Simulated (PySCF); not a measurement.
One of the candidates below gave these computed data.

All candidates are C4H12N2Si.

| technique | computed result |
| --- | --- |
| UV, first state | lowest singlet excitation: 6.12 eV (203 nm, f = 0.017) [TDDFT CAM-B3LYP/def2-SVPD] |
| Polarisability | 89.0 au [CAM-B3LYP/def2-SVPD] |
| NMR, other nuclei | isotropic shieldings of nuclei other than C and H, by class: 162 (1 N), 184 (1 N), 408 (1 Si) ppm [GIAO PBE0/pcSseg-1] |
| UV, strongest line | among the 8 lowest singlet transitions: S5 at 7.21 eV (172 nm, f = 0.064) [TDDFT CAM-B3LYP/def2-SVPD] |
| 13C NMR | chemical shifts (computed TMS as zero) by class: 62.1 (2 C), 24.5 (2 C) ppm [GIAO PBE0/pcSseg-1] |
| Rotational structure | rotational constants A, B, C: 5.574, 1.164, 1.048 GHz [GFN2-xTB] |

Gas-phase values; electronic properties from PySCF, density fitting. Levels stand in brackets. One conformer (not necessarily the lowest) at the GFN2-xTB geometry, without solvent, vibrations or thermal averaging. GFN2-xTB frequencies show an imaginary mode (26i cm⁻¹), so this geometry is no minimum at that level. NMR values are class means; diastereotopic atoms form classes of their own.

Problem. Which candidate is it?
A. `CNN([SiH3])C1CC1`
B. `CN1CC[Si@@]1(C)N`
C. `CC[C@H]1CN[SiH2]N1`
D. `[SiH3]NN1CCCC1`

Solution. D. It is `[SiH3]NN1CCCC1`. Numbering: `[SiH3:1][NH:2][N:3]1[CH2:4][CH2:5][CH2:6][CH2:7]1`. Its formula, C4H12N2Si, gives 1 degree of unsaturation: 1 ring and 0 π bonds in the structure found. 4 carbons fall into 2 classes; from least to most shielded: ring sp3 carbon bound to nitrogen [C4/C7] (62.1 ppm, 2 C), ring CH2 carbon [C5/C6] (24.5 ppm, 2 C). The other shieldings belong to: 162 ppm, hydrazine nitrogen [N3]; 184 ppm, hydrazine nitrogen [N2]; 408 ppm, SiH3 silicon [Si1]. The optimised geometry has point group C1 and is an asymmetric top.

The others, at the same levels:
- `CN1CC[Si@@]1(C)N` fails: it has 4 carbon classes against 2; its computed 13C shifts are 48.7 (1 C), 35.2 (1 C), 19.7 (1 C), -0.8 (1 C) ppm, lowest singlet excitation is 5.66 eV (219 nm, f = 0.000) (against 6.12 eV) and strongest line among the 8 lowest singlet transitions is S5 at 6.84 eV (181 nm, f = 0.060) (against S5 at 7.21 eV).
- `CC[C@H]1CN[SiH2]N1` fails: it has 4 carbon classes against 2; its computed 13C shifts are 60.6 (1 C), 54.5 (1 C), 34.5 (1 C), 14.4 (1 C) ppm, lowest singlet excitation is 5.93 eV (209 nm, f = 0.008) (against 6.12 eV) and static isotropic polarisability is 86.0 au (against 89.0 au).
- `CNN([SiH3])C1CC1` fails: it has 3 carbon classes against 2; its computed 13C shifts are 39.6 (1 C), 35.5 (1 C), 5.2 (2 C) ppm, lowest singlet excitation is 5.93 eV (209 nm, f = 0.003) (against 6.12 eV) and rotational constant A is 2.488 GHz (against 5.574 GHz).

Each candidate is one conformer, not necessarily the lowest. The conformers computed, where there is a choice (atom-mapped SMILES and torsion angles):
- `[CH3:1][N:2]1[CH2:3][CH2:4][Si@@:5]1([CH3:6])[NH2:7]`: H–N7–Si5–C4 -108°, H–N7–Si5–C4 37°
- `[CH3:1][NH:2][N:3]([SiH3:4])[CH:5]1[CH2:6][CH2:7]1`: C1–N2–N3–Si4 -95°, N2–N3–C5–C6 -166°

The conformers of `[SiH3]NN1CCCC1` and `CC[C@H]1CN[SiH2]N1` aren't listed.
